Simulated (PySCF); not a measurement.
**Magnetisability: `C=CC[Si](F)(F)F`, C₃H₅F₃Si**

Molfile (atoms numbered from 1):
```
C3H5F3Si
     RDKit          3D

 12 11  0  0  0  0  0  0  0  0999 V2000
   -2.0029   -0.4258   -0.3913 C   0  0  0  0  0  0  0  0  0  0  0  0
   -0.8834   -0.6481    0.2694 C   0  0  0  0  0  0  0  0  0  0  0  0
    0.0790    0.4286    0.6808 C   0  0  0  0  0  0  0  0  0  0  0  0
    1.6991    0.3290   -0.2684 Si  0  0  0  0  0  4  0  0  0  0  0  0
    2.4540   -1.0605   -0.1315 F   0  0  0  0  0  0  0  0  0  0  0  0
    1.5491    0.5394   -1.8335 F   0  0  0  0  0  0  0  0  0  0  0  0
    2.7771    1.4065    0.1797 F   0  0  0  0  0  0  0  0  0  0  0  0
   -2.3045    0.5682   -0.6779 H   0  0  0  0  0  0  0  0  0  0  0  0
   -2.6663   -1.2246   -0.6721 H   0  0  0  0  0  0  0  0  0  0  0  0
   -0.5957   -1.6535    0.5439 H   0  0  0  0  0  0  0  0  0  0  0  0
   -0.3830    1.4054    0.5234 H   0  0  0  0  0  0  0  0  0  0  0  0
    0.2788    0.3347    1.7515 H   0  0  0  0  0  0  0  0  0  0  0  0
  1  2  2  0
  2  3  1  0
  3  4  1  0
  4  5  1  0
  4  6  1  0
  4  7  1  0
  1  8  1  0
  1  9  1  0
  2 10  1  0
  3 11  1  0
  3 12  1  0
M  END
```

Level of theory: GIAO OPBE/6-31G* magnetisability, non-relativistic, IEF-PCM chloroform (PySCF). Geometry: GFN2-xTB.

Task: What are the magnetisability and the molar susceptibility?

Result: Isotropic -1032 × 10⁻³⁰ J/T², or -62.1 × 10⁻⁶ cm³/mol; principal values -1127, -1028, -940 × 10⁻³⁰ J/T², anisotropy 162 × 10⁻³⁰ J/T² (root of half the summed squared differences of the principal values). The susceptibility is in cgs units.

Task: Split it along the inertial axes a, b, c into diamagnetic and paramagnetic parts about the centre of mass, with the quadrupole moment.

Result: 
| axis | χ (10⁻⁶ cm³/mol) | diamagnetic (10⁻⁶ cm³/mol) | paramagnetic (10⁻⁶ cm³/mol) | summed x² of all electrons (Å²) | quadrupole Θ (D Å) |
| --- | --- | --- | --- | --- | --- |
| a | -63.5 | -383.0 | 319.5 | 184.8 | -1.16 |
| b | -62.5 | -973.5 | 911.0 | 45.6 | -0.02 |
| c | -60.4 | -977.6 | 917.2 | 44.6 | +1.18 |

Anisotropies 2χaa − χbb − χcc = -4.0 and 2χbb − χaa − χcc = -1.1 × 10⁻⁶ cm³/mol. Θ is traceless in Buckingham's convention.
